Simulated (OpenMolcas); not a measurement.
Ne III: the spin-orbit constant, Slater's ratio, worked from levels

```yaml
Program: OpenMolcas
Basis: ANO-RCC [8s7p4d3f2g]
Scalar_Hamiltonian: DKH2, point nucleus
Active_space: 6 electrons in 9 orbitals (RAS2 2s 2p; RAS3 3d, at most 2 electrons)
State_averaging: 2S+1 = 3 even, 3 roots; 2S+1 = 1 even, 6 roots; 2S+1 = 3 odd, 3 roots; 2S+1 = 1 odd, 3 roots
Spin-orbit_coupling: RASSI with atomic mean-field integrals over the reference wave functions, term energies averaged over their components
```

Methods: RASSCF; SS-RASPT2, IPEA 0.25 Eh, imaginary shift 0.1 Eh (closed shells correlated: 1s). Measured levels: Moore, Atomic Energy Levels, vol. I, NSRDS-NBS 35 (1971 reprint of NBS Circular 467, 1949).

**The spin-orbit constant.** For the Hund term ³P of p4, E(J) = (A/2) J(J+1) + constant and ζ = -2S·A = -2A. From J = 0 to J = 2 the energy changes by 3 A.

| Source | E(2) - E(0) | A | ζ |
| --- | --- | --- | --- |
| RASSCF | -885.1 | -295.0 | 590 |
| SS-RASPT2 | -884.9 | -295.0 | 590 |
| measured | -927.0 | -309.0 | 618 |

All in cm-1. SS-RASPT2 is off by -4.5 % and RASSCF by -4.5 %. Both methods take the spin-orbit matrix elements from the reference wave functions, so the second can move ζ only through the term energies and any multistate remixing. Second-order mixing with other terms is absorbed into this ζ.

**Slater's ratio.** With one set of orbitals, p4 has ¹D - ³P = 6 F2 and ¹S - ¹D = 9 F2 (F2 = F²/25), a ratio of 3/2. Term energies are centres of gravity, weighted by 2J + 1.

```json
{"Source": "RASSCF", "¹D - ³P": "26908", "¹S - ³P": "57526", "F2 from the first": "4485", "Ratio": "1.138"}
{"Source": "SS-RASPT2", "¹D - ³P": "25542", "¹S - ³P": "55287", "F2 from the first": "4257", "Ratio": "1.165"}
{"Source": "measured", "¹D - ³P": "25521", "¹S - ³P": "55427", "F2 from the first": "4254", "Ratio": "1.172"}
```

Energies in cm-1. A ratio away from 3/2 shows effects beyond one configuration with one set of orbitals, and in heavier atoms second-order spin-orbit shifts.

Active for correlation alone: 3d; no level in the range computed is led by a configuration that fills it, so any true level of that kind is missing. Computed and measured levels are paired by configuration, term and J; levels that our copy of the source lacks, or whose pairing is in doubt (as where it misses far off the trend of its configuration), stay unpaired and out of the deviations. Only configurations of the active space appear.
